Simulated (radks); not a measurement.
Q: Neutral thulium: order these configurations by energy. Method: scalar-relativistic Kohn-Sham, r2SCAN, spin-polarised, spherical densities, finite nucleus; meta-GGA in the generalised Kohn-Sham scheme; Fermi nuclear charge, rms radius of each element as measured or else 0.836 A^(1/3) + 0.57 fm; computed with a radial shooting solver on a logarithmic mesh with Libxc functionals. Open shells are filled with parallel spins first. [Xe] 4f12 5d1 6s2; [Xe] 4f12 6s2 6p1; [Xe] 4f13 5d1 6s1; [Xe] 4f13 6s1 6p1; [Xe] 4f13 6s2.

A: From the lowest, in eV above it: [Xe] 4f13 6s2 0.000; [Xe] 4f13 6s1 6p1 2.101; [Xe] 4f13 5d1 6s1 2.549; [Xe] 4f12 5d1 6s2 4.027; [Xe] 4f12 6s2 6p1 5.182.
